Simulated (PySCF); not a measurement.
Structure problem from calculated spectra and properties.

Formula: C5H12B; charge -1.

| Quantity | Value |
| --- | --- |
| 1H NMR | chemical shifts (computed TMS as zero) by class: 4.48 (1 H), 4.43 (1 H), 1.61 (2 H), 1.60 (3 H), 0.71 (3 H), 0.32 (2 H) ppm [GIAO KT3/pcSseg-1] |
| 13C NMR | chemical shifts (computed TMS as zero) by class: 167.4 (1 C), 99.0 (1 C), 29.1 (1 C), 20.1 (1 C), 19.0 (1 C) ppm [GIAO KT3/pcSseg-1] |
| NMR, other nuclei | isotropic shieldings of nuclei other than C and H, by class: 121 (1 B) ppm [GIAO KT3/pcSseg-1] |
| Rotational structure | rotational constants A, B, C: 4.890, 2.107, 1.933 GHz [PBE0-D3(BJ)/def2-SVP] |
| Couplings | largest of the computed one-bond spin–spin couplings (means over like bonds): 13C–1H +165.2, 13C–1H +147.6, 13C–1H +127.2 (×3), 13C–1H +126.3 (×3), 13C–1H +118.3 (×2), 11B–1H +88.1 (×2), 13C–13C +66.3, 13C–11B +51.9 Hz [B3LYP/pcJ-1, spin–dipole term left out for some pairs] |

Gas-phase values; electronic properties from PySCF, density fitting. Levels stand in brackets. Isolated species at its PBE0-D3(BJ)/def2-SVP geometry (one conformer only). No diffuse functions stand in pcJ-1 and pcSseg-1, which bears on an anion's orbital energies. NMR values are class means; diastereotopic atoms form classes of their own.

Question: Propose a structure and show how it fits.

Answer: Numbering: `[CH2:1]=[C:2]([CH3:3])[BH2-:4][CH2:5][CH3:6]`. 5 carbons fall into 5 classes; from least to most shielded: fully substituted alkene carbon [C2] (167.4 ppm), terminal =CH2 carbon [C1] (99.0 ppm), allylic carbon [C3] (29.1 ppm), sp3 carbon bound to boron [C5] (20.1 ppm), methyl carbon [C6] (19.0 ppm). Hydrogen classes from least to most shielded: 1 H on a terminal =CH2 carbon, C1 (4.48 ppm), 1 H on a terminal =CH2 carbon, C1 (4.43 ppm), 2 H on a four-coordinate boron, B4 (1.61 ppm), 3 H on an allylic carbon, C3 (1.60 ppm, a mean of values up to 1.3 ppm apart in this geometry), 3 H on a methyl carbon, C6 (0.71 ppm), 2 H on an sp3 carbon bound to boron, C5 (0.32 ppm). The other shieldings belong to: 121 ppm, four-coordinate boron [B4]. The couplings run between: +165.2 Hz, terminal =CH2 carbon [C1] and its hydrogen; +147.6 Hz, terminal =CH2 carbon [C1] and its hydrogen; +127.2 Hz, allylic carbon [C3] and its hydrogen (with 2 like pairs); +126.3 Hz, methyl carbon [C6] and its hydrogen (with 2 like pairs); +118.3 Hz, sp3 carbon bound to boron [C5] and its hydrogen (with 1 like pair); +88.1 Hz, four-coordinate boron [B4] and its hydrogen (with 1 like pair); +66.3 Hz, terminal =CH2 carbon [C1] and fully substituted alkene carbon [C2]; +51.9 Hz, fully substituted alkene carbon [C2] and four-coordinate boron [B4]. The optimised geometry has point group C1 and is an asymmetric top. Structure: `C=C(C)[BH2-]CC`. The assignments are read from this structure; whether some other isomer fits the data as well wasn't checked.

Shape of the structure used: `[CH2:1]=[C:2]([CH3:3])[BH2-:4][CH2:5][CH3:6]`: C1–C2–B4–C5 116°, C2–B4–C5–C6 -64°.
